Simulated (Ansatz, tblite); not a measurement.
Removing and adding an electron: the cluster Cd₃Te₄. Charge 0, multiplicity 1. Geometry: PBE-D4/def2-SVP. Ansatz, gas phase; energy differences of separate SCF runs; the oxidised species was run as a doublet alone; the reduced species was run as a doublet alone.

```csv
atom,x (Å),y (Å),z (Å)
Cd1,2.844,-0.735,-1.108
Cd2,-0.679,-0.109,2.067
Cd3,-0.151,-1.520,-0.877
Te4,0.009,-2.648,1.583
Te5,0.308,2.081,-0.677
Te6,-0.995,0.481,-2.530
Te7,-1.337,2.450,1.543
```

In the def2 sets Cd, Te take a core potential; there is no spin–orbit coupling. The xTB rows come from tblite. HOMO above LUMO, or a gap near zero within one spin, warns that the state may not be the lowest or that an electron is smeared out. The structure comes from a short search, and lower isomers may exist.

```csv
level,−HOMO (eV),vertical IE (eV),−LUMO (eV),vertical EA (eV),HOMO–LUMO gap (eV),IE − EA (eV),remarks
GFN1-xTB,9.20,11.25,7.04,5.15,2.16,6.10,–
GFN2-xTB,8.68,11.24,6.42,3.71,2.26,7.53,–
PBE-D4/def2-TZVP,5.22,7.08,3.43,1.65,1.79,5.43,"HOMO above zero (-1 doublet), gap within one spin near zero (+1 doublet)"
r2SCAN-D4/def2-TZVP,5.43,7.22,3.39,1.68,2.05,5.53,–
PBE0-D4/def2-TZVP,6.02,7.34,2.77,1.59,3.26,5.75,–
```

   A HOMO above zero means that the electron is unbound at that level or that self-interaction error raises the level; the energy of removing that electron tells which. Raw xTB energy differences between charge states are shifted by several eV; the methods need an empirical correction for them. Sets without diffuse functions give affinities that are too small.
